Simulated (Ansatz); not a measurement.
Molecule: BeO, net charge 0, singlet state. 
Geometry from a B3LYP-D3(BJ)/def2-TZVP (Ansatz, an electronic-structure program) optimisation:
```xyz
2

Be     0.0000     0.0000    -0.8844
O      0.0000     0.0000     0.4422
```

Computed values are from Ansatz. Cores are frozen in the correlated levels unless marked. UHF or UKS for open shells. No spin-orbit coupling. No relativistic terms. CBS(X,Y): correlation extrapolated as X^-3; Hartree-Fock from the larger set.

* **atomisation energy De**: 437.2 kJ/mol at CCSD(T)/CBS(def2-TZVPPD,def2-QZVPPD)
* **vertical ionisation energy (to the doublet)**: 10.12 eV at CCSD(T)/CBS(def2-TZVPPD,def2-QZVPPD)
* **total energy**: -89.7895 Eh at CCSD(T)/CBS(def2-TZVPPD,def2-QZVPPD)
* **dipole moment**: 6.35 D at CCSD(T)/def2-SVPD

The T1 diagnostic of CCSD in the largest basis is 0.039, which is high, so the coupled-cluster rows are less sure than usual.
